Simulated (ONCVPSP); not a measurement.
# What one change does to a pseudopotential (manganese, ONCV)

ONCVPSP 4.0.1 input, shortened (lines: element, Z, core and valence counts, functional; n l f; lmax; l rc ep ncon nbas qcut; lloc lpopt rc5 dvloc0; l nproj debl; icmod fcfact rcfact), LDA (Perdew-Zunger), scalar-relativistic:

```
  Mn 25.00    5    2        3      upf
    1    0    2.00
    2    0    2.00
    2    1    6.00
    3    0    2.00
    3    1    6.00
    3    2    5.00
    4    0    1.00
    3
    0    2.50    0.00    4    7    3.10
    1    2.00    0.18    4    8    3.90
    2    2.00    0.00    5   10    6.90
    3    2.55    0.12    4    7    4.20
    4    5    1.85    4.00
    0    2    3.90
    1    2    2.80
    2    1    1.30
    3    2    0.90
    3    5.50    1.30
```

In the p channel the program set the typed energies aside and used 0.050, 2.850 Ha.

All-electron outer shells of the reference configuration (LDA (Perdew-Zunger), scalar-relativistic, ld1.x):

```csv
shell,level (eV),outermost node (bohr),outermost maximum (bohr)
3p,-62.80,0.31,0.75
3d,-15.21,–,0.75
4s,-12.17,1.05,2.35
```

Change: d: qcut 9.7.

Cutoffs: the cutoffs (Ha) at which the residual kinetic energy of the hardest occupied pseudo-wave falls to 1 and 0.1 mHa per electron; they do not see the model core or the augmentation charge, which bear on the density cutoff. Errors are all-electron minus pseudo energies relative to the spin-unpolarised reference configuration.

Q: How do hardness, ghosts and transferability respond?

A: The potential gets neither clearly harder nor softer (23 Ha and 67 Ha → 32 Ha and 37 Ha); of the 4 tests that both files solve, the error grows in 1 and shrinks in 2 by more than 15 % and 0.3 meV (median size 17.2 → 12.0 meV); neither file shows a bound ghost.

```tsv
quantity	base	changed
cutoff, loose	23 Ha	32 Ha
cutoff, tight	67 Ha	37 Ha
loose cutoff by channel	s 4.1 Ha, d 23 Ha	s 4.1 Ha, d 32 Ha
bound ghosts	none	none
GHOST(+) flags under 300 eV	none	none
error for 3d5 4s2, meV [ΔE -8.65 eV]	+5.5	+0.1
error for 3d5 4s0, meV [ΔE 15.88 eV]	+12	-2.7
error for 3d4 4s0, meV [ΔE 48.69 eV]	-104	-235
error for 3d5 4s0 4p2, meV [ΔE -0.57 eV]	+22	+21
s: phases at 2.53 bohr within 0.05 rad from the reference energy up to (Ha; the scan ends near 5)	1.9	1.9
p: phases at 2.03 bohr within 0.05 rad from the reference energy up to (Ha; the scan ends near 5)	n/a	n/a
d: phases at 2.03 bohr within 0.05 rad from the reference energy up to (Ha; the scan ends near 5)	-0.1	-0.0
f: phases at 2.59 bohr within 0.05 rad from the reference energy up to (Ha; the scan ends near 5)	3.1	3.1
rms error of d²Exc/dni dnj with the model core, mHa	4.10	6.42
```

Base: The cutoffs count occupied waves only; projector 2 of the p channel, the hardest unoccupied one, needs 67 Ha at the loose tolerance.
